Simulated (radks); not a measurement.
Spherical quantum dot in the effective-mass picture: electrons in a hard-walled sphere of radius 1.76, with a point charge +2 (a donor) at the centre, all in effective atomic units (hartree* = m*/eps^2 hartree, bohr* = eps/m* bohr), one dielectric constant everywhere. Method: non-relativistic Kohn-Sham, LDA (Slater exchange, Perdew-Wang correlation), spin-polarised, spherical densities; computed with a radial shooting solver with Libxc functionals. Levels are named by radial order and angular momentum (1s, 1p, 1d, 2s, ...), and open shells are averaged over m. Each electron was tried in the lowest free levels, single moves between levels near the top were tried too, and the lowest total energy was kept; such a search can miss a lower state. At N = 1 the Hartree and exchange-correlation terms need not cancel, so that row can carry a self-interaction error.

N                         open shells  2S  addition energy mu(N+1) - mu(N) (hartree*)  e(HOMO) (hartree*)  rms radius (bohr*)
1                    1s(up 1, down 0)   1                                       1.310             -1.2815              0.7115
2                                none   0                                       3.375          -0.0039564              0.7580
3                    1p(up 1, down 0)   1                                      0.7481              3.2625              0.8774
4                    1p(up 2, down 0)   2                                      0.7741              4.0288              0.9360
5                    1p(up 3, down 0)   3                                       1.012              4.8083              0.9730
6                    1p(up 3, down 1)   2                                      0.7332              5.7918               1.000
7                    1p(up 3, down 2)   1                                      0.7535              6.5385               1.021
8                                none   0                                       2.656              7.2970               1.039
9                    2s(up 1, down 0)   1                                      0.8685              10.017               1.047
10  1d(up 1, down 0) 2s(up 1, down 0)   2                                      0.7150              10.799               1.067
11  1d(up 2, down 0) 2s(up 1, down 0)   3                                      0.7185              11.529               1.084
12  1d(up 3, down 0) 2s(up 1, down 0)   4                                      0.6878              12.288               1.098
13                   1d(up 5, down 0)   5                                      0.7871              12.922               1.121
14  1d(up 5, down 0) 2s(up 1, down 0)   6                                      0.9154              13.806               1.121
15  1d(up 5, down 1) 2s(up 1, down 0)   5                                      0.7002              14.615               1.131
16  1d(up 5, down 2) 2s(up 1, down 0)   4                                      0.6542              15.349               1.140
17                   1d(up 5, down 4)   1                                      0.7025              15.967               1.157
18                               none   0                                      0.8725              16.679               1.164
19                   2s(up 1, down 0)   1                                       1.100              17.653               1.162
20                               none   0                                       2.491              18.771               1.159
21                   1f(up 1, down 0)   1                                      0.6897              21.131               1.167
22                   1f(up 2, down 0)   2                                      0.6909              21.822               1.175
23                   1f(up 3, down 0)   3                                           -              22.513               1.182

All shells are closed at N = 2, 8, 18, 20 (there: 1s2 1p6 1d10 2s2); the second difference of the energy has clear peaks (12 % above both neighbours; the first and last values, which can be the largest, are not judged, and half-filled shells can peak too) at N = 2, 5, 8, 14, 20.
